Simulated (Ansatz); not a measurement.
H4BSi, SMILES `[BH-][SiH3]` (excited singlet) (charge -1, multiplicity 1). This singlet is an excited state, 0.26 eV above the relaxed triplet at the level frozen-core CCSD(T)/aug-cc-pVTZ // PBE0-D3(BJ)/def2-TZVPD (Ansatz, a first-principles code).

Cartesian coordinates (Å):
SMILES: [SiH3][BH-]
```xyz
6

B      1.4318    -0.7543     0.0058
Si    -0.4324     0.0198    -0.0897
H      2.2439     0.1678     0.0658
H     -1.4555    -0.8546    -0.7724
H     -0.9072     1.4028    -0.5668
H     -0.8806     0.0186     1.3573
```
Charge -1, spin multiplicity 1.

The restricted HF start is unstable towards unrestricted orbitals.

Task: Give the natural occupations of the active orbitals, the CASSCF energy and the corrected energy for frozen-core fic-MRCISD+Q@CASSCF(2e,2o)/aug-cc-pVTZ // PBE0-D3(BJ)/def2-TZVPD (Ansatz).

Result: 
```yaml
natural_occupations: 1.90, 0.10
CASSCF energy: -315.8626 Ha
corrected_energy: -316.1457 Ha
weight_of_the_reference: 0.886
```
